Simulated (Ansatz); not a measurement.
Relaxation of the cluster Al3Ru2⁻ with UKS PBE-D4/def2-SVPD.

```sh
$ ansatz run in.yaml --threads 4 --pin off --events-out ev --progress --plain --max-ram 4787MiB
```

```yaml
crystal:
  periodic: [false, false, false]
  atoms:
    - {symbol: Ru, position_ang: [0.017375, 1.097983, -0.941973]}
    - {symbol: Ru, position_ang: [-0.017349, -1.097970, 0.941987]}
    - {symbol: Al, position_ang: [0.887871, 1.058337, 1.249888]}
    - {symbol: Al, position_ang: [0.974242, -1.042848, -1.197515]}
    - {symbol: Al, position_ang: [-1.862141, -0.015501, -0.052388]}
basis:
  gaussian: {orbitals: def2-SVPD}
total_charge: -1
magnetization: {spin_polarized: true, initial_magnetization: 2}
hamiltonian: {xc: pbe, dispersion: d4}
scf: {lower_state_search: "off"}
output: {orbitals: {seedname: orbitals}}
relax: {f_tol: 0.02, max_steps: 100}
```

Hardware: 4 threads of Arm Neoverse V1 on a shared host. Wall time 16 s.

Positions (Å) and forces (eV/Å) at steps 1, 2, 3, 4, 5 of 5:

```xyz
5
step=1 energy=-24942.9488 eV
Ru    0.017    1.098   -0.942   -0.104    0.597   -0.273
Ru   -0.017   -1.098    0.942   -0.119   -0.358    0.547
Al    0.888    1.058    1.250    0.347    0.082    0.102
Al    0.974   -1.043   -1.198    0.148   -0.159   -0.183
Al   -1.862   -0.016   -0.052   -0.273   -0.161   -0.193
5
step=2 energy=-24943.0132 eV
Ru   -0.003    1.163   -0.952   -0.065    0.011    0.128
Ru   -0.039   -1.118    1.005   -0.063    0.126    0.029
Al    0.961    1.034    1.223    0.009   -0.105   -0.122
Al    0.944   -1.011   -1.161   -0.021    0.022    0.025
Al   -1.863   -0.069   -0.114    0.139   -0.054   -0.060
5
step=3 energy=-24943.0233 eV
Ru   -0.018    1.185   -0.939   -0.029   -0.016    0.075
Ru   -0.054   -1.107    1.028   -0.028    0.077   -0.005
Al    1.003    1.016    1.202   -0.081   -0.082   -0.097
Al    0.927   -0.992   -1.139   -0.012    0.013    0.015
Al   -1.857   -0.101   -0.152    0.150    0.008    0.012
5
step=4 energy=-24943.0269 eV
Ru   -0.024    1.206   -0.944    0.001   -0.053    0.042
Ru   -0.061   -1.115    1.048    0.002    0.050   -0.046
Al    1.004    0.997    1.180   -0.037   -0.022   -0.027
Al    0.912   -0.977   -1.122   -0.014    0.015    0.018
Al   -1.832   -0.111   -0.163    0.048    0.011    0.013
5
step=5 energy=-24943.0273 eV
Ru   -0.023    1.202   -0.942    0.002   -0.005    0.000
Ru   -0.060   -1.113    1.044    0.002    0.001   -0.005
Al    1.000    0.997    1.180   -0.005   -0.001   -0.001
Al    0.913   -0.978   -1.123   -0.002    0.002    0.003
Al   -1.830   -0.108   -0.160    0.004    0.002    0.003
```

In the def2 sets Ru takes a core potential; there is no spin–orbit coupling. At PBE-D4/def2-SVPD a singlet of charge -1 lies 0.17 eV below the triplet, each at its own geometry. The structure comes from a short search, and lower isomers may exist.
